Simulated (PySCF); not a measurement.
**HgP and its ions**

PBE0; PySCF, scalar-relativistic core potentials, basis sets Hg def2-SVPD with ECP60, P def2-SVPD. Neutral (UKS): quartet (σ ↑, π ↑↑), Re = 2.983 Å, ωe = 69.9 cm⁻¹, De = 0.10 eV, HOMO -6.24 eV, LUMO -2.75 eV.

HgP⁺ (UKS): triplet (π ↑↑), Re = 2.464 Å, ωe = 261 cm⁻¹, De = 2.36 eV to Hg⁺ + P. The energies at the minima are -494.53611 hartree for HgP and -494.24558 for HgP⁺.

Problem. Work out the adiabatic ionisation energy, without and with harmonic zero-point energies (1 hartree = 27.2114 eV, 1 eV = 8065.5 cm⁻¹), and the change of the bond length.

Solution. At PBE0: 0.29053 hartree = 7.906 eV between the minima; the zero-point term (261.0 − 69.9)/2 cm⁻¹ = +0.012 eV makes it 7.918 eV. Re changes by -51.9 pm against the neutral. The electron leaves a σ orbital, and the shorter bond of the ion fits an antibonding orbital, or a change in how ionic the bond is.

Weak bonds: HgP. Basis-set superposition, not corrected here, can be much of De in a small basis, most of all at correlated wavefunction levels. These are scalar-relativistic numbers at best; spin–orbit coupling would shift them, the dissociation energy most. For an ion De counts to the pair picked by the measured ionisation energies or electron affinities, which need not be the lowest pair at this level. States were picked by a PBE0 search and need not be the measured ground states.
